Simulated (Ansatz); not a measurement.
Question: Predict a relaxed structure of the cluster Cs4, charge 0, singlet, at r2SCAN/def2-TZVP (Ansatz).

Answer: 
```xyz
4

Cs    0.3729    1.3117    4.6154
Cs   -2.4368    0.1438    0.1493
Cs    2.4282   -0.1489   -0.1472
Cs   -0.3643   -1.3067   -4.6175
```
Point group D2h (tolerance 0.1 Å). This is one stationary point.

In the def2 sets Cs takes a core potential; there is no spin–orbit coupling. The restricted singlet is unstable: a solution with broken spin symmetry lies lower. At r2SCAN/def2-TZVP a triplet of charge 0 lies 0.07 eV below the restricted singlet, each at its own geometry. The structure comes from a short search, and lower isomers may exist.
